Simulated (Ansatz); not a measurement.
CH₄FInTe, SMILES `[CH3][In]([F])[TeH]` at its PBE0-D4/def2-TZVP geometry, where that method's forces vanish. The species carries charge 0 and has multiplicity 1. In, Te takes the def2 core potential.

```xyz
8

C    -1.1177    0.4314    1.1455
In    0.3887   -0.0682   -0.2801
F     2.1459    0.7237    0.0953
Te    0.5333   -1.5334   -2.5146
H    -2.0785    0.0032    0.8653
H    -0.8113    0.0496    2.1198
H    -1.1950    1.5175    1.1991
H     2.1347   -1.1238   -2.6303
```

Question: What forces (eV/Å) does r2SCAN-D4/def2-TZVPP give on these atoms in the Gaussian-basis code of Ansatz? (An estimate is asked.)

Answer: The calculation gave: 
```
C1  -0.068  0.026  0.072
In2 -0.035 -0.028 -0.025
F3   0.060  0.025  0.011
Te4 -0.016 -0.031 -0.038
H5   0.032  0.012  0.006
H6  -0.002  0.008 -0.029
H7   0.007 -0.027 -0.007
H8   0.022  0.014  0.010
```
